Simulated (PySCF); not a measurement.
# Computed properties of BiF2, SMILES [F][Bi+][F]

BiF₂, SMILES [F][Bi+][F] (connectivity only; charge and spin as stated), charge +1, multiplicity 1. Coordinates come from a PBE0-D3(BJ)/def2-TZVP optimisation. The multiplicity is an assumed one; other spin states were not compared. The isomer is the one that the SMILES or the coordinates give; other isomers of the formula were not compared. The def2 effective core potentials stand for the cores of Bi; spin–orbit coupling is left out. One conformer was computed; it need not be the lowest. All values are computed for the isolated molecule unless a solvent is named; none is compared with measurement here.

**Structure.** The optimised structure has C2v symmetry. All 3 harmonic modes at PBE0-D3(BJ)/def2-TZVP (PySCF) are real, so it is a minimum. With heavy atoms numbered as in [Bi+:1]([F:2])[F:3], the shortest bond between them is Bi1–F2 at 1.935 Å and the longest Bi1–F3 at 1.935 Å.

**Vibrations.** The strongest infrared lines (harmonic, unscaled, degenerate partners summed) lie at 664 cm⁻¹ (88 km/mol, F 91 %, Bi 9 %), 677 cm⁻¹ (53 km/mol, F 92 %, Bi 8 %), 194 cm⁻¹ (8 km/mol, F 93 %). The softest mode is at 194 cm⁻¹ and the zero-point energy is 2.2 kcal/mol.

**Electronic structure.** ωB97X/def2-TZVPD (PySCF) places the frontier levels at -19.44 and -8.62 eV, a gap of 10.82 eV and a mean polarisability of 29.0 bohr³. PBE/def2-TZVPD (PySCF) at the same geometry gives -15.54 and -11.38 eV, so its gap is 6.66 eV narrower. An orbital gap is neither the optical nor the fundamental gap.

**Excitations.** TDA-B3LYP/def2-SVPD (PySCF) has S1 at 4.78 eV (259 nm, f = 0.020, weak); the most intense of the 10 singlets computed lies at 8.16 eV (f = 0.08). T1 (TDA) is at 4.17 eV, 0.61 eV under S1. TDA-PBE/def2-SVPD (PySCF) puts S1 at 4.28 eV. No vertical singlet excitation falls in the visible range (under 3.1 eV).
